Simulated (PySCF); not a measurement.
SiEt2(vinyl)2, C₈H₁₆Si.
Cartesian coordinates in Å at the PBE0-D3(BJ)/def2-SVP level; atoms count from 1:
```xyz
25
C8H16Si angstrom
Si    -0.1464    0.0072   -0.1316
C     -0.1991    0.0054    1.7590
C      0.4679   -1.2035    2.4080
H     -1.2612    0.0660    2.0557
H      0.2651    0.9418    2.1172
H      0.3955   -1.1763    3.5069
H      0.0054   -2.1456    2.0723
H      1.5393   -1.2602    2.1562
C      1.6484   -0.0189   -0.7248
C      2.4872    1.1707   -0.2683
H      1.6304   -0.0796   -1.8271
H      2.1029   -0.9660   -0.3816
H      3.5208    1.1171   -0.6456
H      2.0600    2.1227   -0.6221
H      2.5447    1.2298    0.8306
C     -0.9984    1.5690   -0.7382
C     -1.7276    1.6723   -1.8558
H     -0.8608    2.4824   -0.1413
H     -1.9106    0.8072   -2.5034
H     -2.1761    2.6198   -2.1765
C     -1.0035   -1.5299   -0.7953
C     -2.3232   -1.6531   -0.9825
H     -0.3781   -2.4074   -1.0141
H     -3.0126   -0.8235   -0.7874
H     -2.7800   -2.5836   -1.3397
```

Level of theory: delta-SCF UKS SCAN, pcX-2 on the ionised atom, pcseg-1 elsewhere, spin-free X2C in PySCF 2.14.0. These are vertical core ionisation energies against the vacuum level, from separate self-consistent calculations with and without the core hole.

Some binding energies are withheld.

```csv
atom(s),bonded to,level,binding energy (eV)
C2/C9,"C, 2 H and Si",C 1s,?
C3/C10,C and 3 H,C 1s,290.38
C16/C21,"C, H and Si",C 1s,?
C17/C22,C and 2 H,C 1s,?
Si1,4 C,Si 1s,1845.38
Si1,4 C,Si 2p3/2,105.58
```

(1) Fill in C 1s for C17/C22.

(2) What is the C 1s binding energy of C2/C9?

(3) What is the C 1s binding energy of C16/C21?

Results:

(1) 290.07 eV (carbon bonded to C and 2 H). The other listed C 1s value is that of C3/C10; the shift against it is -0.31 eV.

(2) 289.65 eV (carbon bonded to C, Si and 2 H). The other listed C 1s value is that of C3/C10; the shift against it is -0.73 eV.

(3) 289.70 eV (carbon bonded to C, Si and H). The other listed C 1s value is that of C3/C10; the shift against it is -0.68 eV.

The listed C 1s values span 0.73 eV, from C2/C9 (bonded to C, 2 H and Si) to C3/C10 (bonded to C and 3 H). The widest gap between neighbouring values is 0.37 eV, between 289.70 and 290.07 eV. The values 289.65 and 289.70 eV lie too close for their order to be trusted.

Q: Which effective nuclear charge Zeff reproduces each element's mean 1s value in the hydrogen-like formula E = 13.606 eV × Zeff²?

A: C (Z = 6): mean 290.0 eV, Zeff = 4.62, Z − Zeff = 1.38; Si (Z = 14): mean 1845.4 eV, Zeff = 11.65, Z − Zeff = 2.35. Means run over the listed sites, weighted by atom count.

Topologically equivalent atoms share the value of their first member; where this conformer doesn't relate them by symmetry, their own values could differ. 2p3/2 and 2p1/2 are the ΔSCF energy of one spin-free 2p hole plus the eigenvalues of a spin–orbit and ligand-field matrix of the shell. 2p1/2 minus 2p3/2 (ligand field included): Si 0.62 eV. Geometry: PBE0-D3(BJ)/def2-SVP, one conformer, isolated molecule.
